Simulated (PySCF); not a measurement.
CH₅AlClN.
Z-matrix (Å and degrees, PBE0-D3(BJ)/def2-SVP geometry), rows numbered from 1:
```
C 
N   1  1.4446
Al  2  1.7665  1  127.51
Cl  3  2.1070  2  117.19  1  -178.03
H   1  1.1051  2  112.69  3  -120.72
H   1  1.1056  2  112.66  3   117.65
H   1  1.1018  2  110.26  3    -1.54
H   2  1.0157  1  112.70  3  -178.83
H   3  1.5732  2  121.61  1     1.93
```

The calculation used PBE0-D3(BJ)/def2-SVP geometry optimisation, gas phase in PySCF 2.14.0.

Masses are those of the commonest isotopes; rigid-rotor values at the optimised geometry. The values belong to one conformer with, in the numbering `[CH3:1][NH:2][AlH:3][Cl:4]`, C1–N2–Al3–Cl4 -178°.

**Question.** Give the principal moments of inertia and the rotational constants in GHz.

**Answer.** Ia = 26.02, Ib = 282.44, Ic = 305.24 u·Å²; 505379 MHz·u·Å²/I gives 19420, 1789 and 1656 MHz, that is A = 19.420, B = 1.7894, C = 1.6557 GHz.

**Question.** What kind of rotor is it?

**Answer.** A near-prolate asymmetric top; Ray's κ = -0.985.

**Question.** Is it planar, by Δ = Ic − Ia − Ib?

**Answer.** Not planar: Δ = Ic − Ia − Ib = -3.22 u·Å². For a rigid frame Δ = −2 Σ m c², so Σ m c² = 1.61 u·Å² lies off the ab plane: 1.60 from hydrogen and 0.01 from heavier atoms. The atom farthest from that plane is 0.91 Å away.

**Question.** Give the other two planar moments, Paa and Pbb, and the rms extents of the mass along the axes.

**Answer.** Paa = Σ m a² = (Ib + Ic − Ia)/2 = 280.83 and Pbb = Σ m b² = (Ia + Ic − Ib)/2 = 24.42 u·Å². With the mass M = 92.99 u, the rms extents √(P/M) along a, b and c are 1.74, 0.51, 0.13 Å.

**Question.** List the rotational levels J(Ka,Kc) to J = 2 (MHz).

**Answer.** Above 0(0,0):
J = 1: 1(0,1) 3445, 1(1,1) 21076, 1(1,0) 21210
J = 2: 2(0,2) 10334, 2(1,2) 27832, 2(1,1) 28234, 2(2,1) 81127, 2(2,0) 81127
Those of J = 1 are B + C, A + C and A + B.

**Question.** Which lines would a microwave search look for?

**Answer.** The dipole components are |μa| = 2.19 D, |μb| = 0.44 D, |μc| = 0.00 D. Intensities carry the squares of the components, which stand as 1.00 : 0.04 : 0.00 (a : b : c). Some lines, for components of 0.1 D or more:

| type | branch | J(Ka,Kc) | MHz | lower level (cm⁻¹) |
| --- | --- | --- | --- | --- |
| a | Q | 2(1,1) ← 2(1,2) | 401 | 0.928 |
| a | R | 1(0,1) ← 0(0,0) | 3445 | 0.000 |
| a | R | 2(1,2) ← 1(1,1) | 6756 | 0.703 |
| a | R | 2(0,2) ← 1(0,1) | 6889 | 0.115 |
| a | R | 2(1,1) ← 1(1,0) | 7024 | 0.707 |
| b | Q | 1(1,0) ← 1(0,1) | 17765 | 0.115 |
| b | Q | 2(1,1) ← 2(0,2) | 17899 | 0.345 |
| b | R | 1(1,1) ← 0(0,0) | 21076 | 0.000 |
| b | R | 2(1,2) ← 1(0,1) | 24387 | 0.115 |
| b | Q | 2(2,0) ← 2(1,1) | 52894 | 0.942 |
| b | Q | 2(2,1) ← 2(1,2) | 53294 | 0.928 |
| b | R | 2(2,1) ← 1(1,0) | 59917 | 0.707 |
| b | R | 2(2,0) ← 1(1,1) | 60051 | 0.703 |

Whether it is a minimum is left open (no frequencies). Constants of a rigid frame at the computed geometry: no zero-point averaging, no centrifugal distortion. A rigid rotor knows nothing of internal rotation, which can split or shift real lines. Quadrupole hyperfine structure (14N, 27Al, 35Cl) is left out.
